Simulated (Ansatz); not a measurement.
Ir₃. The state is a sextet with charge 0. Geometry PBE0-D4/def2-TZVP; atoms count from 1.

```xyz
3

Ir   -1.122    0.179    0.789
Ir    0.500    1.071   -0.743
Ir    0.622   -1.251   -0.046
```

In the def2 sets Ir takes a core potential; there is no spin–orbit coupling. At PBE0-D4/def2-TZVP a quartet of charge 0 lies 0.23 eV below the sextet, each at its own geometry. The structure comes from a short search, and lower isomers may exist.

Problem. Estimate the Mulliken populations from the PBE0/def2-TZVP orbitals of Ansatz.

Solution. 
```json
{"atom": "Ir1", "charge (e)": "0.04", "spin (α − β)": "1.86", "d electrons": "7.82"}
{"atom": "Ir2", "charge (e)": "-0.02", "spin (α − β)": "1.57", "d electrons": "7.92"}
{"atom": "Ir3", "charge (e)": "-0.02", "spin (α − β)": "1.57", "d electrons": "7.92"}
```
Mulliken values and Mayer orders depend strongly on the basis.

Problem. Where does the spin sit?

Solution. Summed by element: Ir 5.00, of 5 unpaired in all. Largest on single atoms: Ir1 1.86, Ir3 1.57, Ir2 1.57.

Problem. And the Mayer bond orders between bonded heavy atoms (over 0.3)?

Solution. Ir1–Ir2 1.41 (2.40 Å); Ir1–Ir3 1.40 (2.40 Å); Ir2–Ir3 1.44 (2.43 Å).
